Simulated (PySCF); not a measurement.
Delta-SCF ions had no search for a lower state. 

H$_{4}$Ge, SMILES `[GeH4]` (charge 0, multiplicity 1)

All values below come from TPSSh-D3(BJ)/def2-TZVP // PBE0-D3(BJ)/def2-TZVP (PySCF).

The HOMO is -9.08 eV. The dipole moment is 0.000 e·Å and the LUMO comes out as 0.78 eV. The HOMO–LUMO gap is 9.86 eV and the vertical ionisation energy (Delta-SCF) is 12.15 eV. The adiabatic ionisation energy (no zero-point term) is 11.42 eV, the hole reorganisation energy (four-point) is 1.588 eV and the total energy comes out as -2079.3634 Ha. The cost is about 50 core-seconds (a rough figure).

```xyz
5

Ge     0.0000     0.0000     0.0000
H      0.2353    -1.1987    -0.9283
H      1.2685     0.2683     0.8204
H     -1.1664    -0.3084     0.9479
H     -0.3374     1.2388    -0.8399
```
